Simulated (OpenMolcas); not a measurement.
**A ladder of methods for GaSiH3F2 (SMILES [F][Ga]([F])[SiH3])**

GaSiH3F2 has 7 atoms, charge 0, and is taken as a singlet. SMILES: `[F][Ga]([F])[SiH3]`. The shape is that of a PBE0-D4/def2-TZVP optimisation.

Quantity: the vertical energy of the triplet above the singlet, in eV. The values are calculated.

```tsv
level	kind	program	value (eV)	CPU time (all runs)
SVWN5/6-31G* (spherical functions)	LDA	OpenMolcas	5.16	45 s
revPBE/6-31G* (spherical functions)	GGA	OpenMolcas	5.01	60 s
TPSS/6-31G* (spherical functions)	meta-GGA	OpenMolcas	5.07	90 s
r2SCAN/6-31G* (spherical functions)	meta-GGA	OpenMolcas	5.10	82 s
B3LYP/6-31G* (spherical functions)	global hybrid	OpenMolcas	5.34	61 s
BHLYP/6-31G* (spherical functions)	global hybrid	OpenMolcas	5.58	60 s
M06-2X/6-31G* (spherical functions)	hybrid meta-GGA	OpenMolcas	5.39	81 s
PBE0/6-31G* (spherical functions)	global hybrid	OpenMolcas	5.30	55 s
```

All-electron rows without a relativistic Hamiltonian named are non-relativistic. The values span 5.01 to 5.58 eV. A triplet this far above the singlet is often a Rydberg-like or dissociative state; sets without diffuse functions put Rydberg states too high. Times are those of the runs behind each value, whatever else they computed, on shared processors of several kinds: orders of magnitude only.
